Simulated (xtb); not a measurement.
H2O2Zn, charge +1, doublet, at a GFN2-xTB geometry (such geometries of metal compounds can be far from the true shape) (a state made from the parent by changing its charge; the spin is typed, not shown lowest). Base run: xtb with GFN2-xTB.

xtb was given this input:
```
$ xtb mol.xyz --gfn 2 --chrg 1 --uhf 1 --json

# file mol.xyz
5

Zn    -0.00002765     0.18410192     0.03416767
O      1.25356735    -0.16406762    -1.10029929
H      1.91681448     0.38180558    -1.56511562
O     -1.25346034    -0.54831822     0.96808683
H     -1.91684092    -0.20577643     1.59778506
```

The base run was repeated with changes; each row names its change, and settings that it needs were set with it.

| change | ΔE vs base (mEh) | G_solv (kcal/mol) | SCF cycles |
|---|---|---|---|
| base | 0.000 | - | 12 |
| alpb = hexane | -50.875 | -31.93 | 12 |
| etemp = 3000 | -12.854 | - | 11 |
| alpb = thf | -109.7 | -72.21 | 12 |
| acc = 30 | 0.000 | - | 10 |

ALPB and GBSA are two models with their own fitted parameters for each solvent, which aren't always the measured dielectric constant.
